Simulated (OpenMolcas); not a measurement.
An atom or ion with 34 electrons was computed by XMS-RASPT2, IPEA 0.25 Eh, imaginary shift 0.1 Eh with spin-orbit coupling (OpenMolcas, ANO-RCC-VTZP, DKH2). The lowest levels that the run gave, each within 12 % of the measured value where one is at hand:

| J | Parity | E (cm⁻¹) | g |
| --- | --- | --- | --- |
| 2 | even | 0.0 | 1.486 |
| 1 | even | 4050 | 1.501 |
| 0 | even | 4940 |  |
| 2 | even | 15050 | 1.015 |
| 0 | even | 33860 |  |
| 2 | odd | 116020 | 1.501 |
| 1 | odd | 119230 | 1.498 |
| 0 | odd | 121110 |  |

Question: Which ion is it, and what are the configurations and terms?

Answer: Kr²⁺ (Z = 36, charge +2; active space 6 electrons in 9 orbitals (RAS2 4s 4p; RAS3 4d, at most 2 electrons)). J, parity and g give the terms where levels are pure, and mixed ones are named by the computed weights; the size of the splittings, set against known spectra of the 34-electron sequence, gives the charge. In order, with the measured energies in cm⁻¹ (Saloman, J. Phys. Chem. Ref. Data 36, 215 (2007)): 4s² 4p⁴ ³P₂, 4s² 4p⁴ ³P₁ (4548), 4s² 4p⁴ ³P₀ (5313), 4s² 4p⁴ ¹D₂ (14644), 4s² 4p⁴ ¹S₀ (33080), 4s 4p⁵ ³P°₂ (115931), 4s 4p⁵ ³P°₁ (119380), 4s 4p⁵ ³P°₀ (121543).

Term energies are means over components that CASPT2 splits; among the terms shown or strongly mixed into the levels shown the widest spread is 45 cm-1 (4s² 4p⁴ ¹D). The run also gave levels led by 4s² 4p³ 4d, which use shells meant for correlation; these and all levels above them are left out. Some terms mix strongly with configurations of 4d, whose occupation reaches 0.24 (4s 4p⁵ ³P°). Measured partners are found by configuration, term and J. A level has none where our copy of the source lacks it or the pairing is in doubt (some pairs that miss far off the trend of their configuration count as doubtful), and it then counts in no deviation. Levels of configurations outside the active space are missing.

° marks odd parity.
